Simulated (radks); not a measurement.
Fractional charge and spin in the 5s shell of erbium: the spin-up occupation runs from 0 to 1 and the spin-down occupation from 0 to 1; the fullest corner is Er2+, [Kr] 4d10 4f(up 6, down 6) 5p6 5s(up 1, down 1). Calculated with a radial shooting solver on a logarithmic mesh with Libxc functionals: scalar-relativistic Kohn-Sham, PBE, spin-polarised, spherical densities, point nucleus. Energy (eV) above the fullest corner. The planes named below are the two flat planes that join the four corners, with an edge along up + down = one added electron.

\begin{tabular}{lrrrrr}
down \ up & 0 & 0.25 & 0.5 & 0.75 & 1 \\ \hline
0 & 162.834 & 139.034 & 116.207 & 94.344 & 73.434 \\
0.25 & 139.034 & 116.272 & 94.471 & 73.621 & 53.710 \\
0.5 & 116.207 & 94.471 & 73.683 & 53.832 & 34.905 \\
0.75 & 94.344 & 73.621 & 53.832 & 34.966 & 17.008 \\
1 & 73.434 & 53.710 & 34.905 & 17.008 & 0.000 \\
\end{tabular}

Corners above the fullest one (they belong to Er3+ and the next ion): (up 1, down 0) 73.434 eV, (up 0, down 1) 73.434 eV, (up 0, down 0) 162.83 eV. With half an added electron in each spin the energy lies 0.249 eV from the planes, and with half an added electron in spin up alone -1.927 eV. The planes are only a guide here: the flat-plane condition holds for ground states with one frontier orbital, while this shell lies below other occupied shells, so the corners above the fullest one are inner-hole states and not the ground states of those ions.
